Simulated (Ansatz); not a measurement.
Reaction (SMILES): CB(C)F [fluoro(dimethyl)borane] -> [CH2]B(C)F + H atom (the C-H bond at the site shown breaks; other sites are not compared here)
Each molecule is optimised on its own at B3LYP-D3(BJ)/def2-TZVP (Ansatz, a program for electronic structure), one conformer each, not searched for the lowest. Frequencies are from Ansatz.

Property: bond dissociation energy (0 K, with B3LYP-D3(BJ) harmonic zero-point energies), in eV. Cores are frozen in the correlated levels unless marked. UHF or UKS for open shells. No spin-orbit coupling. Non-relativistic. CBS marks a two-point X^-3 extrapolation of the correlation energy; Hartree-Fock from the larger set. The bracket is a focal-point correction in the basis named.

```
level                               program  bond dissociation energy (eV)
---------------------------  --------------  -----------------------------
B2GP-PLYP-D3(BJ)/def2-TZVPD  Ansatz + dftd3                           4.06
SCS-MP2/6-31G                        Ansatz                           3.66
```

Task: Predict the RI-MP2/CBS(aug-cc-pVTZ,aug-cc-pVQZ)+[CCSD(T)-MP2]/aug-cc-pVTZ result (Ansatz).

Result: 4.19 eV, so SCS-MP2/6-31G differs from it by -0.53 eV.
